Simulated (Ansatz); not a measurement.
Reaction (formal hydrolysis of the Si–C bond): `F[CH]([SiH3])[AlH][SiH3]` + H₂O → `O[SiH3]` + `F[CH2][AlH][SiH3]`

Computed with Ansatz on PBE0-D4/def2-TZVP structures; ΔE is electronic, products minus reactants. CCSD(T)/CBS adds triple-zeta CCSD(T) − MP2 to the extrapolated MP2 energy (def2 sets, frozen cores). This one scheme is used for every species. DFT in def2-TZVPP. Each species was taken in one conformer, which may not be the lowest.

```
        level  ΔE (kcal/mol)
         PBE0          -21.1
HF/def2-TZVPP          -29.0
```

(1) What does CCSD(T)/CBS give? (Best estimate.)

Largest T1 diagnostic among the species: 0.013.

## Answers

(1) Computed: -21.2 kcal/mol. The listed levels differ from it by 0.1, -7.8 kcal/mol.

In def2-TZVPP, CCSD(T) changes the Hartree–Fock value by +7.2 kcal/mol (the triples alone add +1.1 kcal/mol) and MP2 by +6.5 kcal/mol. The D4 term adds +2.6 kcal/mol with B3LYP and +1.5 kcal/mol with PBE0; it sums over pairs of atoms, weighted by their polarisabilities, and B3LYP, whose exchange is more repulsive, gets the larger term.

B3LYP here is the variant with VWN-RPA as its local correlation; programs differ in this.
